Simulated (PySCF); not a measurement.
System: C₂H₇Al, charge 0, multiplicity 1. SMILES: [AlH]([CH3])[CH3]
Geometry: optimised at B3LYP-D3(BJ)/def2-TZVP (Ansatz).

Dispersion corrections to the total energy (kcal/mol) from the dftd3 and dftd4 libraries through PySCF: D3(BJ) without and D4 with the three-body term, each with the damping fitted for the functional named.

```
functional  D3(BJ)     D4
----------  ------  -----
CAM-B3LYP    -2.70  -2.67
BHLYP        -4.81    ___
PW6B95       -1.80  -2.75
LC-wPBE      -3.21  -3.48
B2GP-PLYP    -2.55    ___
HSE06          ___  -2.45
TPSSh        -3.88  -3.81
```

Problem. Some entries are withheld; supply them.

Solution. 
- BHLYP, D4: -3.84
- B2GP-PLYP, D4: -1.32
- HSE06, D3(BJ): -2.27
